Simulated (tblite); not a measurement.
C4H4FN3.
Numbering: `[CH3:1][c:2]1[cH:3][n:4][c:5]([F:6])[n:7][n:8]1` (hydrogens: H9, H10, H11 on C1; H12 on C3)

Structure optimised with GFN2-xTB, isolated species.

(1) What internal coordinates does the optimisation give?

Answers

(1) 
```csv
bond,length (pm),order
C1–C2,148.8,single
C2–C3,140.6,aromatic
C3–N4,131.5,aromatic
N4–C5,132.6,aromatic
C5–F6,132.2,single
C5–N7,131.2,aromatic
N7–N8,130.1,aromatic
C2–N8,132.5,aromatic
"C1–H9, C1–H10, C1–H11",108.8,single
C3–H12,108.2,single
```

Bonds in one row agree within 1 pm and their mean is given. Orders are formal, as drawn. A selection of angles:
```csv
angle,degrees
C2–C1–H9,110.2
H9–C1–H10,108.0
H9–C1–H11,109.5
C1–C2–C3,122.9
C1–C2–N8,117.8
C3–C2–N8,119.3
C2–C3–N4,120.6
C2–C3–H12,122.7
N4–C3–H12,116.7
C3–N4–C5,114.8
N4–C5–F6,116.2
N4–C5–N7,126.9
F6–C5–N7,116.9
C5–N7–N8,118.1
C2–N8–N7,120.3
```

The 2 C–C bonds span 1.406 Å (C2–C3, aromatic) to 1.488 Å (C1–C2, drawn single), a spread of 0.082 Å. The 8 heavy atoms lie in one plane (0.000 Å rms). The 6-membered ring C2–C3–N4–C5–N7–N8 has internal angles of 114.8° to 126.9° (sum 720°, against 720° for a flat polygon); it is planar, 0.00 Å rms from its mean plane, widest ring torsion 0°. N4 (pyridine-type nitrogen) is bent (angle 114.8°).

Point group: Cs (tolerance 0.08 Å). Its GFN2-xTB frequencies are all real (lowest 63 cm⁻¹).

The numbers are calculated, not measured.
